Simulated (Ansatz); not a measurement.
Gas-phase reaction R1 → 2 P1, each structure at its B3LYP-D3(BJ)/def2-TZVP stationary point, reached from a drawn start (curvature not checked).
R1: H2 (SMILES [H][H]), charge 0, multiplicity 1.
P1: H atom, charge 0, multiplicity 2.

P less R. No zero-point or thermal terms.

Codes used: Ansatz (a program for electronic structure). No computed number here is a measurement.

Total energies in hartree:

```tsv
structure	PBE/def2-TZVPP	B3LYP/def2-TZVPP	CCSD(T)/cc-pVQZ
R1	-1.166122	-1.180004	-1.173794
P1	-0.499616	-0.502154	-0.499946
```

Problem. Work out the reaction energy at each level in kJ/mol (1 hartree = 2625.49964 kJ/mol), and say how far PBE/def2-TZVPP lies from CCSD(T)/cc-pVQZ.

Solution. 
- PBE/def2-TZVPP: 2 × (-0.499616) − (-1.166122) = 0.166890 hartree = 438.2 kJ/mol
- B3LYP/def2-TZVPP: 2 × (-0.502154) − (-1.180004) = 0.175696 hartree = 461.3 kJ/mol
- CCSD(T)/cc-pVQZ: 2 × (-0.499946) − (-1.173794) = 0.173902 hartree = 456.6 kJ/mol
PBE/def2-TZVPP less CCSD(T)/cc-pVQZ: -18.4 kJ/mol. CCSD(T)/cc-pVQZ is the level counted from, the highest shown, and no exact or measured value.
